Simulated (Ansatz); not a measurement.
Consider the formal loss of a carbene: `CBC(C)C` → `BC(C)C` + `[CH2]` (triplet).

Gas-phase electronic energies from Ansatz, PBE0-D4/def2-TZVP geometries. CCSD(T)/CBS is the MP2 limit (def2-TZVPP, def2-QZVPP) plus CCSD(T) − MP2 in def2-TZVPP, frozen cores. This one scheme is used for every species. Triplets are unrestricted, without spin–orbit coupling. One conformer a species, not always the lowest.

```tsv
species	CCSD(T)/CBS(def2) energy (Eh)
`CBC(C)C`	-183.62972
`BC(C)C`	-144.34943
`[CH2]` (triplet)	-39.09499
```

(1) Work out ΔE.

Largest T1 diagnostic among the species: 0.011.

## Answers

(1) ΔE = (-144.34943) + (-39.09499) − (-183.62972) = 0.18530 Eh = +486.5 kJ/mol.

From r2SCAN to r2SCAN0 (25 % exact exchange), in def2-TZVPP and without D4, ΔE moves by −4.9 kJ/mol. At CCSD(T), def2-SVP lies −21.0 kJ/mol from the extrapolated value and def2-TZVPP −11.9 kJ/mol. The D4 term adds +10.5 kJ/mol with B3LYP and +5.9 kJ/mol with PBE0; it sums over pairs of atoms, weighted by their polarisabilities, and B3LYP, whose exchange is more repulsive, gets the larger term.

B3LYP here is the variant with VWN-RPA as its local correlation; programs differ in this.
